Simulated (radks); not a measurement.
Dispersion coefficients C6 (hartree bohr^6) between ground-configuration atoms and ions, from the Casimir-Polder integral (3/pi) of alpha_A(iw) alpha_B(iw). All-electron calculation, non-relativistic Kohn-Sham, LB94 model potential, spin-unpolarised, spherical densities, point nucleus. Program: a radial shooting solver on a logarithmic mesh with Libxc functionals. Response by self-consistent Sternheimer equations with the Hartree and adiabatic LDA kernel. For heavy and open-shell atoms this level of theory can miss by tens of per cent.

C6,Ni,Cu+,Zn2+,Ga3+,Ge4+,As5+,Se6+,Br7+,Kr8+
Ni,259.2,,,,,,,,
Cu+,61.64,18.78,,,,,,,
Zn2+,31.79,10.86,6.599,,,,,,
Ga3+,18.83,6.942,4.373,2.977,,,,,
Ge4+,12.22,4.754,3.073,2.137,1.559,,,,
As5+,8.455,3.420,2.255,1.594,1.179,0.9017,,,
Se6+,6.129,2.553,1.710,1.224,0.9159,0.7073,0.5594,,
Br7+,4.603,1.962,1.330,0.9624,0.7269,0.5660,0.4509,0.3657,
Kr8+,3.553,1.542,1.056,0.7711,0.5871,0.4603,0.3691,0.3011,0.2491

Static polarisabilities (bohr^3): Ni ([Ar] 3d8 4s2) 36.47, Cu+ ([Ar] 3d10) 5.731, Zn2+ ([Ar] 3d10) 2.484, Ga3+ ([Ar] 3d10) 1.336, Ge4+ ([Ar] 3d10) 0.8150, As5+ ([Ar] 3d10) 0.5405, Se6+ ([Ar] 3d10) 0.3798, Br7+ ([Ar] 3d10) 0.2786, Kr8+ ([Ar] 3d10) 0.2111. The combination rule 2 Ca Cb / ((alpha_b/alpha_a) Ca + (alpha_a/alpha_b) Cb) gives 2.133 for As5+-Zn2+, against 2.255 from the integral.
